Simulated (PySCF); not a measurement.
Input for PySCF: R-B3LYP/6-311+G** on FH3SSi (SMILES F[SiH2]S), a point of a torsion scan.

```python
from pyscf import gto, scf, dft, mp
from pyscf.data.elements import chemcore

mol = gto.M(
    atom='''
    F    -1.28943279    1.26418045   -0.31309216
    Si   -0.53165208   -0.09269857    0.06415971
    S     1.46881671    0.46671943    0.58231042
    H    -1.23129527   -0.63050336    1.21148167
    H    -0.50829442   -0.89437009   -1.14036386
    H     2.04252624   -0.66183744    0.19104458
    ''',
    basis='6-311+g**',
    charge=0, spin=0, verbose=3, max_memory=1800)
mf = dft.RKS(mol, xc='b3lyp')
mf.conv_tol = 1e-8
mf.max_cycle = 100
mf.kernel()
if not mf.converged:
    mf = mf.newton().run(mf.mo_coeff, mf.mo_occ)
```

The log:

```
converged SCF energy = -789.495755924196
```

The run converged.

Cost: about 10 core-seconds (a rough figure).
